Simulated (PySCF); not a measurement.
A calculated (BP86, PySCF 2.14, 6-31G*, no relativity, point nucleus) atom or ion has these occupied shells.

| shell | electrons | orbital energy (eV) | rms radius, mean of both spins (bohr) |
| --- | --- | --- | --- |
| 1s α | 1 | -13103.8 | 0.0505 |
| 1s β | 1 | -13103.7 | 0.0505 |
| 2s α | 1 | -1695.0 | 0.210 |
| 2s β | 1 | -1695.0 | 0.210 |
| 2p α | 3 | -1529.5 | 0.185 |
| 2p β | 3 | -1529.4 | 0.185 |
| 3s α | 1 | -241.51 | 0.601 |
| 3s β | 1 | -241.33 | 0.601 |
| 3p α | 3 | -183.54 | 0.614 |
| 3p β | 3 | -183.35 | 0.614 |
| 3d α | 5 | -79.734 | 0.656 |
| 3d β | 5 | -79.477 | 0.656 |
| 4s α | 1 | -30.563 | 1.78 |
| 4s β | 1 | -28.661 | 1.78 |
| 4p α | 3 | -18.329 | 2.11 |
| 4p β | 1 | -16.606 | 2.11 |

**Question.** Name the element and its charge.

**Answer.** Br⁺ (bromine, charge +1), in [Ar] 3d10 4s2 4p4, high-spin 3P determinant.
